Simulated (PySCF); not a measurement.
FeF2, SMILES [F][Fe][F] (connectivity only; charge and spin as stated), neutral, multiplicity 5. Geometry optimised at PBE-D3(BJ)/def2-TZVP. The spin state was assumed, not searched.

Calculation: PBE-D3(BJ)/def2-TZVP run with PySCF.

Harmonic wavenumbers (cm⁻¹): 139, 139, 600, 747. Rotational constants (GHz): 4.332 (linear); symmetry number 2.

Task: Work out the zero-point energy and the ideal-gas rigid-rotor harmonic-oscillator thermochemistry at 298.15 K and 1 atm.

Result: ZPE = ½ Σ hcν = ½ × 1625 cm⁻¹ = 2.32 kcal/mol. H − E(el) = 5.39 kcal/mol. Entropy in cal/(mol K): translation 39.53, rotation 15.05, vibration 6.34, spin 3.20, total 64.12. G − E(el) = -13.73 kcal/mol. Cp = 12.56 cal/(mol K). Modes under 150 cm⁻¹ make the vibrational entropy uncertain.
